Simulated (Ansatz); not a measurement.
CH$_{9}$NSiSn (`[NH2][SnH2][CH2][SiH3]`) at its PBE0-D4/def2-TZVP geometry, where that method's forces vanish. The species carries charge 0 and has multiplicity 1. Sn: def2 effective core potential.

```xyz
13

N    -2.1265   -0.3104   -0.5855
Sn   -0.9354    1.2623   -0.1007
C     1.0819    0.6620    0.3830
Si    1.3455   -1.1725    0.1978
H    -1.8158   -0.8215   -1.4019
H    -2.2431   -0.9803    0.1641
H    -0.9282    2.2769   -1.4738
H    -1.6699    1.9969    1.2543
H     1.2906    0.9719    1.4102
H     1.7627    1.2096   -0.2739
H     1.0533   -1.6019   -1.1978
H     2.7459   -1.5691    0.5152
H     0.4390   -1.9239    1.1090
```

Task: What forces (eV/Å) does PBE-D4/def2-TZVPP give on these atoms in the Gaussian-basis code of Ansatz? (Estimate.)

Result: Computed: 
```
N1  -0.348  0.114 -0.083
Sn2  0.070  0.189  0.039
C3   0.097 -0.034  0.022
Si4 -0.005 -0.034 -0.006
H5   0.118 -0.173 -0.268
H6  -0.024 -0.226  0.252
H7  -0.008  0.098 -0.147
H8  -0.086  0.069  0.139
H9   0.037  0.066  0.186
H10  0.122  0.109 -0.116
H11 -0.029 -0.051 -0.136
H12  0.143 -0.043  0.032
H13 -0.088 -0.082  0.086
```
